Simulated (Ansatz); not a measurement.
```
atom    x (Å)    y (Å)    z (Å)
   C   0.0285  -0.0018  -0.5870
   C  -0.0236  -0.0291   0.5949
```

Basis set: aug-cc-pVDZ (spherical functions). Frozen core: 2 orbitals. Charge 0, multiplicity 1.

Computed with Ansatz (development build ahead of 0.2.0); each method stands on the lowest determinant of its kind that the runs found. Restricted open shells among the atoms or ions are ROHF, correlated in semicanonical orbitals with singles.

The atomization energy at this shape (free ground-state atoms in the same class of orbitals less the molecule, no zero-point energy) of singlet C₂:

| method | atomization energy |
| --- | --- |
| RHF-MP2 | 69.04 kcal/mol |

(1) What does RHF give?

Answers

(1) 17.85 kcal/mol. Caution: in another basis set an unrestricted determinant lies well below; the shape is not the minimum.
